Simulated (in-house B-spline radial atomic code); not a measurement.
Configurations of Ag7+, with energies counted from [Kr] 4d4. Method: scalar-relativistic (X2C) RPBE, spin-polarised, spherical fractional occupations, Fermi nucleus of rms radius 4.5454 fm. Calculated with a radial B-spline atomic code at the basis-set limit. Shells without spins written out take the highest spin.

Occupations are held fixed; configurations that lie above the ionisation limit could autoionise.

```
                                                  configuration  E - E(ref) (eV)  highest orbital  its <r> (bohr)
                                                   [Kr] 4d3 5p1           46.876            5p up           2.017
                                          [Ar] 3d10 4s2 4p5 4d5           51.676            4d up           1.076
                                                   [Kr] 4d3 5d1           65.036            5d up           2.388
                                      [Ar] 3d10 4s2 4p5 4d4 5d1            118.2            5d up           2.373
[Ar] 3d(5 up, 4 down) 4s2 4p6 4d(1 up, 3 down) 5s(0 up, 1 down)           415.93          5s down           1.829
                                       [Ar] 3d9 4s2 4p6 4d4 4f1           431.65            4f up           1.402
[Ar] 3d(4 up, 5 down) 4s2 4p6 4d(4 up, 0 down) 5f(1 up, 0 down)           461.37            5f up           2.992
```

Q: Order these further configurations by energy, lowest first.
A. [Ar] 3d10 4s2 4p5 4d4 5p1
B. [Kr] 4d(2 up, 1 down) 5d(0 up, 1 down)
C. [Ar] 3d9 4s2 4p6 4d4 5d1
D. [Ar] 3d9 4s2 4p6 4d5
E. [Kr] 4d3 5s1

A: E (34.586 eV), B (67.87 eV), A (99.889 eV), D (373.32 eV), C (441.98 eV).

Q: How far above the reference does [Ar] 3d9 4s2 4p6 4d4 5p1 lie?

A: 423.6 eV; its least bound orbital is 5p up with <r> = 1.986 bohr.

Q: How far above the reference does [Kr] 4d(3 up, 1 down) lie?

A: 3.3688 eV; its least bound orbital is 4d down with <r> = 1.088 bohr.

Q: How far above the reference does [Ar] 3d(5 up, 4 down) 4s2 4p6 4d(3 up, 1 down) 5d(0 up, 1 down) lie?

A: 446.46 eV; its least bound orbital is 5d down with <r> = 2.373 bohr.
